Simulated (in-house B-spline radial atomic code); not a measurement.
Values are calculated unless marked as measured or tabulated.
# Correlation energy from the adiabatic connection: ω²r²/2 − Z/r, ω = 0.754, Z = 0.3

Two electrons in a singlet, external potential ω²r²/2 − Z/r, ω = 0.754, Z = 0.3 (atomic units). Full CI in B-splines (partial waves to l = 8, correlation up to 0.6 % small) with the density held fixed gives W(λ) = <V_ee>_λ − U, and E_c is the integral of W(λ) − W(0) from 0 to 1.

```
   λ  W(λ) − W(0) (hartree)
   0                0.00000
0.02               -0.00194
0.05               -0.00479
0.12               -0.01123
0.25               -0.02241
 0.4               -0.03418
 0.6               -0.04822
 0.8               -0.06065
   1               -0.07170
```

(1) Integrate the table by the trapezoid rule.

(2) Now use only three numbers: W(0) = -0.68843, the initial slope W'(0) = -0.09742 (extrapolated from the first points) and the strong-coupling limit of the point-charge-plus-continuum model, W∞ = -0.94352. What do second-order theory and the interpolation W(λ) = W∞ + (W(0) − W∞)/√(1 + 2χλ) of Seidl, Perdew and Levy give?

Answers

(1) The strips give -0.00002, -0.00010, -0.00056, -0.00219, -0.00424, -0.00824, -0.01089, -0.01323, which sum to -0.03947 hartree. The direct value, W(1) − W(0) + T_c with T_c = 0.03212, is -0.03957; the curve is convex, so chords lie above it and the trapezoids fall short in size by 0.25 %.

(2) Second order keeps the slope alone: E_c = W'(0)/2 = -0.04871, +23 % in size against -0.03957. Matching the slope fixes χ = W'(0)/(W∞ − W(0)) = -0.09742/(-0.25509) = 0.38190. Integrating, with s = √(1 + 2χ) = 1.328085, E_c = −(W(0) − W∞)(s − 1)/(s + 1) = −0.25509 × 0.328085/2.328085 = -0.03595 hartree, -9.2 % in size against the full result. At λ = 1 the formula gives W − W(0) = -0.06302 against -0.07170. Part of the miss can come from the model's W∞.
